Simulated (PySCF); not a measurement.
## UHF on Re+ (rhenium, charge +1)

Configuration: [Xe] 4f14 5d5 6s1, high-spin 7S determinant. Computed with PySCF 2.14 in aug-cc-pVTZ-PP with one added diffuse shell each of s, p, d, f, g type with ECP60MDF (7s7p6d4f3g, 113 functions), with a scalar-relativistic core potential.

```
Total energy             : -77.620342 hartree
One-electron energy      : -128.9423 hartree
Hartree (Coulomb) energy : 59.0955 hartree
Exchange energy          : -7.7736 hartree
⟨S²⟩                     : 12.0045
⟨L²⟩                     : 0.000
Sum of ⟨r⟩               : 21.62 bohr
Sum of ⟨r²⟩              : 41.61 bohr²
```

| shell | electrons | mean orbital energy (hartree) | rms radius, mean of both spins (bohr) |
| --- | --- | --- | --- |
| 5s α | 1 | -4.05805 | 1.12 |
| 5s β | 1 | -3.83281 | 1.12 |
| 5p α | 3 | -2.53041 | 1.31 |
| 5p β | 3 | -2.20709 | 1.31 |
| 5d α | 5 | -0.72116 | 1.97 |
| 6s α | 1 | -0.58926 | 3.08 |

Energies and moments cover only the electrons outside the core potential. Spin-orbit coupling, which splits the p, d and f shells strongly at this Z, is absent.
